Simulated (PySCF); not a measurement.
# Nuclear quadrupole coupling in `PP1(=S)CC=CC1`

Compound: C₄H₈P₂S.
SMILES with atom numbers: `[PH2:1][P:2]1(=[S:3])[CH2:4][CH:5]=[CH:6][CH2:7]1` (hydrogens: H8, H9 on P1; H10, H11 on C4; H12 on C5; H13 on C6; H14, H15 on C7)

Cartesian coordinates in Å at the GFN2-xTB level; atoms count from 1:
```
atom  x, y, z in Å
P1     2.2101    0.5195    0.8622
P2     0.6766   -0.0140   -0.6204
S3     1.2211   -0.2598   -2.4745
C4    -0.2287   -1.4231    0.1849
C5    -1.3846   -0.7728    0.8759
C6    -1.6034    0.5095    0.6411
C7    -0.6790    1.2158   -0.2985
H8     2.7300    1.4873    0.0057
H9     3.0637   -0.4611    0.3619
H10   -0.5586   -2.1288   -0.5842
H11    0.4220   -1.9624    0.8806
H12   -2.0035   -1.3727    1.5248
H13   -2.4195    1.0636    1.0782
H14   -0.2784    2.1404    0.1288
H15   -1.1722    1.4667   -1.2431
```

Field gradients from the PBE0/pcSseg-1 density (PySCF, non-relativistic), principal values in atomic units, ordered |Vxx| ≤ |Vyy| ≤ |Vzz|:

| atom | Vxx | Vyy | Vzz |
| --- | --- | --- | --- |
| S3 | -1.1753 | -1.1945 | 2.3698 |

Problem. Find the asymmetry η = (Vxx − Vyy)/Vzz and the couplings χ = eQV/h (234.96 MHz × Q in barn × V in au), with Q(33S) = −0.0678 b.

Solution. 
```
atom         environment  nucleus     η  χzz (MHz)  χxx (MHz)  χyy (MHz)
  S3  sulfur bonded to P      33S  0.01     -37.75      18.72      19.03
```

The gradient is axial or nearly so (η below 0.05) at S3. 

Problem. What is Vzz at S3 in SI units (1 au = 9.71736 × 10²¹ V/m²)?

Solution. 2.3698 au = 23.028 × 10²¹ V/m².

Problem. What couplings would deuterons (Q(2H) = 0.00286 b) have in place of the hydrogens, at this geometry?

Solution. 
```json
{"atom": "H8", "bonded to": "P1", "bond length (Å)": "1.393", "Vzz (au)": "0.1997", "η": "0.08", "χzz (kHz)": "134"}
{"atom": "H9", "bonded to": "P1", "bond length (Å)": "1.393", "Vzz (au)": "0.1997", "η": "0.08", "χzz (kHz)": "134"}
{"atom": "H10", "bonded to": "C4", "bond length (Å)": "1.095", "Vzz (au)": "0.2984", "η": "0.01", "χzz (kHz)": "201"}
{"atom": "H11", "bonded to": "C4", "bond length (Å)": "1.095", "Vzz (au)": "0.3006", "η": "0.03", "χzz (kHz)": "202"}
{"atom": "H12", "bonded to": "C5", "bond length (Å)": "1.079", "Vzz (au)": "0.3315", "η": "0.05", "χzz (kHz)": "223"}
{"atom": "H13", "bonded to": "C6", "bond length (Å)": "1.079", "Vzz (au)": "0.3313", "η": "0.05", "χzz (kHz)": "223"}
{"atom": "H14", "bonded to": "C7", "bond length (Å)": "1.095", "Vzz (au)": "0.3008", "η": "0.03", "χzz (kHz)": "202"}
{"atom": "H15", "bonded to": "C7", "bond length (Å)": "1.095", "Vzz (au)": "0.2984", "η": "0.01", "χzz (kHz)": "201"}
```

The structure is a single GFN2-xTB conformer in the gas phase; no vibrational or solvent corrections. GFN2-xTB frequencies show an imaginary mode (26i cm⁻¹), so this geometry is no minimum at that level. GFN2-xTB bond lengths can be off by several hundredths of an ångström, more for odd bonds, and the gradients follow them. The basis is small and wasn't made for field gradients, so the couplings can be 20 % off.
